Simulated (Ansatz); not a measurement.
Cost and result up the ladder for Ge(OEt)H3 (C₂H₈GeO) (12 atoms). Charge 0, multiplicity 1. Geometry: PBE-D4/def2-SVP.

```xyz
12

C     0.109    0.200    0.653
C     1.507    0.521    1.156
Ge   -1.335   -0.616   -1.573
O     0.188   -0.160   -0.720
H    -0.559    1.087    0.798
H    -0.332   -0.629    1.262
H     1.484    0.810    2.227
H     2.171   -0.359    1.043
H     1.945    1.357    0.575
H    -0.881   -0.935   -3.014
H    -2.331    0.580   -1.530
H    -1.967   -1.856   -0.875
```

Ansatz on 2 threads of Arm Neoverse V1 on a shared host. Times are rough, and most runs start from the orbitals of an earlier one. r2SCAN0-D4/def2-TZVP serves as the yardstick here, not as an exact answer. Differences are given only for rows in sets of like size (and for xTB, whose basis is part of the method), since another set adds its own error. Binding counts from free atoms at the same level (C triplet, Ge triplet, O triplet, H doublet; other spins of the atoms weren't run), without zero-point energy or a counterpoise term.

LC-ωPBE has ω = 0.4 bohr⁻¹. Correlated methods freeze 12 core orbitals; core or outer-core shells of Ge are correlated, in sets that lack core-valence functions. The rows differ in basis, and correlated rows in double-zeta sets carry the largest basis error. Another isomer (singlet) lies 0.24 eV lower at PBE0-D4/def2-TZVP; other spin states weren't run for this one.

Correlated methods converge slowly with the basis, most of all in double-zeta sets.

```csv
level,functions,binding energy per atom (eV),difference from r2SCAN0-D4/def2-TZVP (eV)
PBE-D4/def2-TZVP (with forces),189,3.63,0.08
LC-ωPBE/def2-TZVP,189,3.58,0.02
B97M-V/def2-TZVP,189,3.61,0.06
HF/STO-3G,41,3.42,–
PBE0-D4/def2-TZVP,189,3.58,0.03
PBE0-D4/def2-SVP,114,3.61,–
PBE-D4/def2-SVP,114,3.66,–
r2SCAN-D4/def2-TZVP,189,3.60,0.05
r2SCAN0-D4/def2-TZVP,189,3.55,0.00
MP2/def2-TZVP,189,3.50,-0.06
CCSD(T)/def2-SVP,114,3.44,–
```

Problem. Estimate how long each takes.

Solution. HF/STO-3G 0.25 s; PBE-D4/def2-SVP 1.9 s; PBE0-D4/def2-SVP 2.5 s; PBE-D4/def2-TZVP (with forces) 4.1 s; LC-ωPBE/def2-TZVP 4.2 s; MP2/def2-TZVP 4.2 s; PBE0-D4/def2-TZVP 5.5 s; r2SCAN-D4/def2-TZVP 7 s; r2SCAN0-D4/def2-TZVP 8.5 s; B97M-V/def2-TZVP 19 s; CCSD(T)/def2-SVP 20 s. On shared hardware such times vary by a factor of up to 3.
